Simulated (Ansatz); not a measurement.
One change: `F[SiH](Cl)C[SiH3]` becomes `F[SiH2]Cl`.

Ansatz, PBE0-D4/def2-TZVP geometries, multiplicity 1. Each molecule was computed in one conformer, which needn't be the lowest.

```
                                          property  `F[SiH](Cl)C[SiH3]`
size of the dipole moment (ωB97M-V/def2-TZVPP) / D                 1.84
                LUMO energy (PBE0/def2-TZVPP) / eV                 0.26
           HOMO–LUMO gap (ωB97M-V/def2-TZVPP) / eV                12.96
             LUMO energy (ωB97M-V/def2-TZVPP) / eV                 1.89
    size of the dipole moment (PBE/def2-TZVPP) / D                 1.77
               HOMO energy (B3LYP/def2-TZVPP) / eV                -8.65
```

**Question.** Give the same properties after the change, and the shifts. (Best estimate.)

**Answer.** Ansatz gave: 
```csv
property,`F[SiH2]Cl`,shift
size of the dipole moment (ωB97M-V/def2-TZVPP) / D,1.29,-0.55
LUMO energy (PBE0/def2-TZVPP) / eV,0.05,-0.21
HOMO–LUMO gap (ωB97M-V/def2-TZVPP) / eV,13.35,0.39
LUMO energy (ωB97M-V/def2-TZVPP) / eV,1.84,-0.05
size of the dipole moment (PBE/def2-TZVPP) / D,1.20,-0.57
HOMO energy (B3LYP/def2-TZVPP) / eV,-9.03,-0.38
```

With PBE0 the HOMO falls by 0.39 eV and the LUMO falls by 0.21 eV, so the gap widens by about 0.18 eV. PBE moves the HOMO by -0.32 eV and ωB97M-V by -0.44 eV. Dipoles are sizes alone; their direction can turn.

B3LYP here is the variant with VWN-RPA as its local correlation; programs differ in this.
